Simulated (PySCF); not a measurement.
Problem. Write Cartesian coordinates for `F[Si@@H](Br)C1CC1` as optimised with PBE0-D3(BJ)/def2-SVP.

Solution. 
```
atom  x, y, z in Å
F1     2.073   -1.928   -0.076
Si2    1.455   -0.552    0.520
Br3    3.083    0.952    0.529
C4     0.057    0.050   -0.509
C5    -1.350   -0.396   -0.182
C6    -0.933    1.002    0.120
H7     1.037   -0.809    1.922
H8     0.284    0.220   -1.567
H9    -2.025   -0.572   -1.024
H10   -1.500   -1.082    0.657
H11   -0.793    1.286    1.169
H12   -1.313    1.812   -0.508
```

Orientation and origin are arbitrary. Atoms count from 1 in this order. Si2 (fluorine-bound silicon) is tetrahedral (angles from 107.3° to 111.8°). The C–C distances run from 1.489 Å (C5–C6, drawn single) to 1.512 Å (C4–C5, drawn single), a spread of 0.023 Å. The 3-membered ring C4–C5–C6 has internal angles of 59.0° to 60.5°.

Bonds between heavy atoms (Å): F1–Si2 1.622, Si2–Br3 2.216, Si2–C4 1.837, C4–C5 1.512, C5–C6 1.489, C4–C6 1.511.

Computed, not measured: PBE0-D3(BJ)/def2-SVP geometry optimisation, gas phase (PySCF 2.14.0).

Point group: C1 (no symmetry element, even within 0.4 Å). No PBE0-D3(BJ)/def2-SVP frequencies stand behind this structure, so it isn't proved a minimum. The numbers are those of one conformer (F1–Si2–C4–C5 90°).
